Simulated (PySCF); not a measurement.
# Oxygen: a sound run and one with changed settings

Sound run: O⁺ [He] 2s2 2p3, O²⁺ [He] 2s2 2p2. Computed with PySCF 2.14 in def2-TZVP, with the non-relativistic Hamiltonian (point nucleus). The sound run starts from symmetry-adapted Hartree-Fock orbitals and uses a fine grid where one is needed.

Changed run: initial guess 1e, at most 2 SCF cycles. This setting is unsound on purpose.

| species | method | sound run (hartree) | changed run (hartree) | converged |
| --- | --- | --- | --- | --- |
| O⁺ | UHF | -74.37400 | -74.37258 | no |
| O⁺ | M06-L | -74.58429 | -74.39102 | no |
| O⁺ | r2SCAN | -74.55582 | -74.40067 | no |
| O²⁺ | UHF | -73.10312 | -73.10288 | no |
| O²⁺ | M06-L | -73.28146 | -73.26759 | no |
| O²⁺ | r2SCAN | -73.25176 | -73.24750 | no |

The SCF was stopped early; the energies are upper bounds that still move, and correlated levels were skipped or rest on poor orbitals.
